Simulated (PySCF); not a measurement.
# Te (tellurium, neutral) across methods

[Kr] 4d10 5s2 5p4, high-spin 3P determinant. Computed with PySCF 2.14 in aug-cc-pVQZ-DK3 (9s8p6d3f2g, 102 functions), with scalar relativity by spin-free X2C-1e.

```tsv
method	E (hartree)	mean ε 5s β (eV)	mean ε 5p α (eV)	mean ε 5p β (eV)	Σ⟨r²⟩ (bohr²)	⟨S²⟩
wB97M-V	-6792.98	-17.971	-9.652	-8.361	62.03	2.003
PBE	-6793.03	-14.272	-6.482	-5.273	61.97	2.003
BP86	-6794.24	-14.461	-6.562	-5.421	61.80	2.003
r2SCAN	-6793.46	-14.334	-6.853	-5.506	61.57	2.007
HSE06	-6793.03	-15.176	-7.196	-5.909	61.77	2.004
LDA	-6787.08	-14.663	-6.564	-5.407	61.79	2.002
PBE0	-6793.11	-15.514	-7.624	-6.289	61.66	2.005
```

(1) Estimate the same row for UHF.

## Answers

(1) E (hartree) = -6790.59368; mean ε 5s β (eV) = -18.120; mean ε 5p α (eV) = -10.336; mean ε 5p β (eV) = -8.493; Σ⟨r²⟩ (bohr²) = 62.28; ⟨S²⟩ = 2.013.
